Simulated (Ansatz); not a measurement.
`C#C[SiH2][GaH2]` + PH₃ → `[PH2][GaH2]` + `C#C[SiH3]` at 600 K and 1 bar (cleavage of the Ga–Si bond).

Program: Ansatz. Geometries: PBE0-D4/def2-TZVP. ΔE: electronic, gas phase. CCSD(T)/CBS is the MP2 limit (def2-TZVPP, def2-QZVPP) plus CCSD(T) − MP2 in def2-TZVPP, frozen cores. This one scheme is used for every species. For Ga outer-core shells are correlated without core-valence functions, which leaves a few kJ/mol of doubt a bond. Scalar relativity is left out up to krypton.

```csv
species,CCSD(T)/CBS energy (Eh),H − E (kJ/mol),S (J/(mol·K))
`C#C[SiH2][GaH2]`,-2292.05082,190.2,450.1
PH₃,-342.72256,86.3,240.2
`[PH2][GaH2]`,-2267.26620,120.0,347.4
`C#C[SiH3]`,-367.52081,155.9,329.9
```

H − E and S are ideal-gas, rigid-rotor, harmonic terms from PBE0-D4/def2-TZVP. 1 Eh = 2625.50 kJ/mol, R = 8.31446 J/(mol·K).

Problem. By hand: ΔE, ΔH, ΔS and ΔG.

Solution. ΔE = (-2267.26620) + (-367.52081) − (-2292.05082) − (-342.72256) = -0.01363 Eh = -35.8 kJ/mol. Δ(H − E) = 120.0 + 155.9 − 190.2 − 86.3 = -0.6, so ΔH = -36.4 kJ/mol. ΔS = 347.4 + 329.9 − 450.1 − 240.2 = -13.0 J/(mol·K). ΔG = -36.4 − 600 × (-13.0)/1000 = -28.6 kJ/mol.

Problem. By hand: the equilibrium constant, and the temperature at which ΔG would vanish if ΔH and ΔS stayed fixed.

Solution. log₁₀ K = −ΔG/(RT ln 10) = 2.5. ΔG = 0 at ΔH/ΔS = 2800 K, far beyond where these terms or the molecules hold.

The number of gas molecules stays the same, so ΔS is small and ΔH decides. A doubt of 5 kJ/mol in ΔE shifts log₁₀ K by 0.4 here. Modes under 60 cm⁻¹, often nearly free rotors, make the harmonic entropy too high. These are equilibria of isolated gas molecules and say nothing of rates. Largest T1 diagnostic: 0.014 (customary marks: 0.02 for closed shells, 0.045 for open ones).
